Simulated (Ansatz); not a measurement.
Ideal-gas functions of F5Ti−, SMILES `[F][Ti-]([F])([F])([F])[F]` at 800 K and 1 bar, from an Ansatz frequency run at PBE0-D4/def2-TZVPD.

Molar mass 142.86 g/mol, point group D3h (symmetry number 6), electronic degeneracy 1, moments of inertia 184.629, 220.947, 221.002 u Å². Harmonic wavenumbers (cm⁻¹, unscaled): 105, 105, 256, 256, 282, 282, 288, 510, 645, 646, 700, 700.

Use S(trans) = R[1.5 ln M + 2.5 ln T − 1.1517]; rotational temperatures θ = 24.2544 K / I; S(rot) = R[ln(√π/σ · √(T³/θAθBθC)) + 1.5]; for each mode x = 1.438777 ν̃/T, S = R[x/(eˣ − 1) − ln(1 − e⁻ˣ)] and H = RT x/(eˣ − 1); 1 cm⁻¹ = 0.0119627 kJ/mol; R = 8.31446 J/(mol·K).

Question: By hand: the entropy, in J/(mol·K).

Answer: Translation 191.3. Rotation: θ = 0.1314, 0.1098, 0.1097 K, giving 112.5. Vibration, mode by mode: 22.19, 22.19, 14.84, 14.84, 14.05, 14.05, 13.88, 9.32, 7.53, 7.52, 6.93, 6.93, in all 154.2. Electronic 0.0. Sum 458.0 J/(mol·K).

Question: By hand: H − E and G − E in kJ/mol, counted from the electronic energy.

Answer: Zero-point energy ½ × 4775 × 0.0119627 = 28.6; thermal vibration 55.6; translation, rotation and pV give 4 RT = 26.6. H − E = 110.8 kJ/mol, and G − E = 110.8 − 800 × 458.0/1000 = -255.6 kJ/mol.

Vibration gives 34 % of the entropy, 44.4 J/(mol·K) of it from the modes under 150 cm⁻¹: soft modes count most, and the harmonic formula is weakest for them.
